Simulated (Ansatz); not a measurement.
Born–Oppenheimer molecular dynamics of GaH$_{4}$N (6 atoms, charge 0, multiplicity 1). It starts from a relaxed structure.

All numbers below come from RKS PBE0-D4/def2-mTZVP (Ansatz).

- ensemble: NVT, Langevin thermostat
- time step: 0.5 fs
- steps asked: 150
- set temperature: 700 K
- friction: 0.005 /fs
- seed: 700954

First frame:

```xyz
6
Properties=species:S:1:pos:R:3
Ga -0.014 0.000 -0.008
H -0.072 -0.427 1.496
H 1.260 0.427 -0.810
N -1.588 0.000 -0.917
H -2.476 -0.255 -0.513
H -1.682 0.255 -1.888
```

Question: How far do the bonds stretch over the last three quarters of this one trajectory? (Pairs bonded in most of those frames.)

Answer: 
| bond | mean (Å) | spread (Å) | shortest | longest |
| --- | --- | --- | --- | --- |
| Ga1–H2 | 1.575 | 0.022 | 1.54 | 1.63 |
| Ga1–H3 | 1.572 | 0.030 | 1.51 | 1.64 |
| Ga1–N4 | 1.827 | 0.036 | 1.78 | 1.89 |
| N4–H5 | 1.013 | 0.013 | 0.98 | 1.04 |
| N4–H6 | 1.015 | 0.017 | 0.98 | 1.05 |

Mean temperature of the second half: 349 K. The mean temperature of the second half is 50 % below the set value. A run of 0.075 ps of so small a system gives no equilibrium averages.

Time of the run: 4.7 min on 1 thread of Arm Neoverse V2, on a shared host, peak memory 0.12 GiB.
